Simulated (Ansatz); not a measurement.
Total energies of the cluster Be2Se2⁺ from Ansatz at PBE0-D4/def2-TZVP, gas phase (1 Eh = 27.2114 eV = 2625.5 kJ/mol). The reference geometry is relaxed at PBE0-D4/def2-TZVP.

```xyz
4

Be    0.868    0.204    0.562
Be   -0.868   -0.203   -0.562
Se   -0.876   -0.402    1.499
Se    0.876    0.402   -1.499
```

```
           state                      geometry  energy (Eh)
charge 1 doublet                     reference  -4831.80125
charge 0 singlet                     reference  -4832.11185
charge 1 quartet  relaxed at PBE0-D4/def2-TZVP  -4831.68359
```

Problem. Work out the vertical electron affinity, to the singlet.

Solution. E(charge 1 doublet) − E(charge 0 singlet) = -4831.80125 − (-4832.11185) = 0.31060 Eh = 8.45 eV.

Problem. Which of the charge 1 states is lowest, and how far above it are the others?

Solution. The doublet. quartet: -4831.68359 − (-4831.80125) = 0.11766 Eh = 308.9 kJ/mol.

The structure comes from a short search, and lower isomers may exist.
